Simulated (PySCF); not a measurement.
## Ni(OH)₂, triplet: data card

Computed with UB3LYP in PySCF with Ni def2-SVP, O def2-SVP, H def2-SVP; no relativity; density-fitted integrals.

The structure is a minimum.

- Point group: C2h
- Bond lengths: Ni–O 1.721 Å (×2), O–H 0.962 Å (×2)
- Bond angles: H–O–Ni 135.0° (×2), O–Ni–O 180.0°
- Atomisation energy without zero-point energy: 1587 kJ/mol
- Dipole moment: 0.00 D
- Spin squared ⟨S²⟩: 2.006
- Rotational symmetry number: 2
- Zero-point energy: 64.2 kJ/mol
- Rotational constants: 20.36, 0.1583, 0.1571 cm⁻¹
- Principal quadrupole moments (Buckingham, traceless) about the centre of mass: -8.38, -1.68, 10.06 D Å
- Heat capacity Cp at 298.15 K: 74.4 J/(mol K)
- Entropy at 298.15 K and 1 bar (electronic part: spin only): 295.5 J/(mol K)
- Enthalpy at 298.15 K above 0 K: 16.60 kJ/mol
- Highest occupied level (α): -7.17 eV
- Principal polarisabilities: 14.8, 16.4, 49.8 bohr³
- Lowest empty level (β): -2.89 eV

Harmonic modes (masses in u: Ni 57.935, O 15.995, H 1.008):
| symmetry | ω (cm⁻¹) | IR (km/mol) | μ (u) |
| --- | --- | --- | --- |
| au | 109 | 16.0 | 2.16 |
| bu | 153 | 24.8 | 3.35 |
| au | 306 | 195 | 1.80 |
| ag | 370 | 0.0 | 1.29 |
| bu | 480 | 373 | 1.49 |
| ag | 666 | 0.0 | 4.37 |
| bu | 834 | 118 | 7.63 |
| bu | 3905 | 239 | 1.07 |
| ag | 3907 | 0.0 | 1.07 |

In C2h the vibrations span 2au + 4bu + 3ag. The ag modes carry no infrared intensity, as symmetry demands. With a centre of inversion only u modes can be infrared active and only g modes Raman active.

Charges (e):
| atom | Mulliken | Löwdin | polar tensor | spin (Mulliken) | Mayer order to Ni1 |
| --- | --- | --- | --- | --- | --- |
| Ni1 | 0.71 | 0.49 | 1.02 | 1.58 | – |
| O2,3 | -0.54 | -0.31 | -0.82 | 0.21 | 1.04 |
| H4,5 | 0.18 | 0.07 | 0.31 | 0.00 | 0.02 |
Other Mayer orders above 0.3: O–H 0.96 (×2).

Mulliken populations on Ni1: s 6.63, p 12.39, d 8.26, f 0.00.

This need not be the most stable arrangement of these atoms. Other spin states or occupations of the open shell can lie lower.

The final relaxation and frequency run took 94 s on 2 threads of a shared Arm Neoverse N1 host, with 69 basis functions and 13 gradients; the process peaked at 0.98 GiB. Launch command: `OMP_NUM_THREADS=2 python axn.py task.json out`.
